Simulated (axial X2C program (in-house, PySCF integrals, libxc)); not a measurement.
**Nuclear properties of FHfF⁺**

Computed with an axial X2C code built on PySCF integrals: two-component X2C with atomic mean-field Coulomb and Gaunt terms, Gaussian nuclei, basis F dyall-av3z, Hf dyall-v3z with contracted cores.

F–Hf–F held linear, with bonds 1.867 and 1.867 Å (near the PBE0 minimum at charge 1 of the determinant lowest at the starting distance; the state shown can have its own minimum elsewhere, held linear; other orders of the atoms were not compared).

Input and command:
```json
{"zs": [9, 72, 9], "q": 1, "bas": ["dyall-av3z", "dyall-v3z", "dyall-av3z"], "r0": [2.16, 2.16], "symm": 1, "scan": ["PBE0", "HF", "PBE"], "levels": ["PBE0", "HF", "B3LYP"], "nst": 2}
```
```bash
python solin.py task.json out
```

Keys: zs atomic numbers; q charge; bas basis sets; r0 starting distance in Å; symm equal bonds; scan levels of the two-bond scan; levels methods; nst determinants followed.

Determinant lowest in the PBE0 search, Ω = 1/2 (⟨Sz⟩ = 0.50, ⟨Lz⟩ = 0.00 at PBE0), spin on the atoms F -0.02, Hf 0.53, F -0.02:

```tsv
level	A∥/gI F (MHz)	qzz F (a.u.)	A∥/gI Hf (MHz)	qzz Hf (a.u.)
PBE0	19.2	-0.35	15400	-16.20
HF	4.85	-0.28	15000	-17.46
B3LYP	20.8	-0.42	15600	-16.28
```

Determinant 0.32 eV from it at PBE0 and this distance, Ω = 3/2 (⟨Sz⟩ = -0.50, ⟨Lz⟩ = 2.00 at PBE0), spin on the atoms F 0.00, Hf -0.50, F 0.00:

| level | A∥/gI F (MHz) | qzz F (a.u.) | A∥/gI Hf (MHz) | qzz Hf (a.u.) |
| --- | --- | --- | --- | --- |
| PBE0 | 0.431 | -0.36 | 1180 | -12.09 |
| HF | 0.762 | -0.33 | 1230 | -12.38 |
| B3LYP | 0.65 | -0.42 | 1110 | -12.28 |

A∥ (defined per Ω) follows by multiplying with gI = μI/(I μN); qzz is the electric field gradient, eQq0 = 234.96 MHz × Q/barn × qzz. The operators were transformed with the bare-nucleus X2C matrices; with these basis sets, hyperfine constants and field gradients can be off by tens of per cent, and where levels differ in sign neither size nor sign is settled.

Problem. With gI(177Hf) = 0.2267, Q(177Hf) = 3.365 barn (g factors from the IAEA table of nuclear moments by Stone; Q from Pyykkö, Mol. Phys. 2018), turn the PBE0 values of the first state into constants in MHz.

Solution. A∥(177Hf) = 15400 × 0.2267 = 3490 MHz; eQq0(177Hf) = 234.96 × (3.365) × (-16.20) = -12800 MHz.

The molecule was held linear; bending was not examined, so a bent shape may lie lower.

Each state is one determinant with collinear spin. Unrestricted Hartree–Fock can overshoot spin polarisation at the nuclei. At HF a later determinant lies lower. States lie within half an eV, so the first need not be the ground state. Where a field gradient or hyperfine factor spreads by more than a factor of two over the levels, a constant derived from it is not to be relied on. PBE0 term energies can be off by some tenths of an eV.
